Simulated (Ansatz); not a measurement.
`[SH][AlH][Br]` + H–F → `[F][AlH][SH]` + HBr at 500 K and 1 bar (ligand exchange at the Al–Br bond).

Program: Ansatz. Geometries: PBE0-D4/def2-TZVP. ΔE: electronic, gas phase. CCSD(T)/CBS is the MP2 limit (def2-TZVPP, def2-QZVPP) plus CCSD(T) − MP2 in def2-TZVPP, frozen cores. This one scheme is used for every species. For Br outer-core shells are correlated without core-valence functions, which leaves a few kJ/mol of doubt a bond. Scalar relativity is left out up to krypton. One conformer a species, not always the lowest.

| species | CCSD(T)/CBS energy (Eh) | H − E (kJ/mol) | S (J/(mol·K)) |
| --- | --- | --- | --- |
| `[SH][AlH][Br]` | -3214.41891 | 78.2 | 356.7 |
| H–F | -100.39570 | 39.4 | 188.7 |
| `[F][AlH][SH]` | -740.90186 | 79.7 | 331.7 |
| HBr | -2573.91920 | 30.5 | 213.7 |

H − E and S are ideal-gas, rigid-rotor, harmonic terms from PBE0-D4/def2-TZVP, for one conformer and one mirror image of each species. 1 Eh = 2625.50 kJ/mol, R = 8.31446 J/(mol·K).

**Question.** By hand: ΔE, ΔH, ΔS and ΔG.

**Answer.** ΔE = (-740.90186) + (-2573.91920) − (-3214.41891) − (-100.39570) = -0.00645 Eh = -16.9 kJ/mol. Δ(H − E) = 79.7 + 30.5 − 78.2 − 39.4 = -7.4, so ΔH = -24.3 kJ/mol. ΔS = 331.7 + 213.7 − 356.7 − 188.7 = 0.0 J/(mol·K). ΔG = -24.3 − 500 × (0.0)/1000 = -24.3 kJ/mol.

**Question.** By hand: the equilibrium constant, and the temperature at which ΔG would vanish if ΔH and ΔS stayed fixed.

**Answer.** log₁₀ K = −ΔG/(RT ln 10) = 2.5. With ΔH or ΔS at zero there is no such temperature.

The number of gas molecules stays the same, so ΔS is small and ΔH decides. A doubt of 5 kJ/mol in ΔE shifts log₁₀ K by 0.5 here. Other conformers and mirror images would add mixing entropy, several J/(mol·K) or more a flexible species. These are equilibria of isolated gas molecules and say nothing of rates. Largest T1 diagnostic: 0.012 (customary marks: 0.02 for closed shells, 0.045 for open ones).

ΔS is within the doubt of such terms, so its sign, and with it that verdict, could turn.
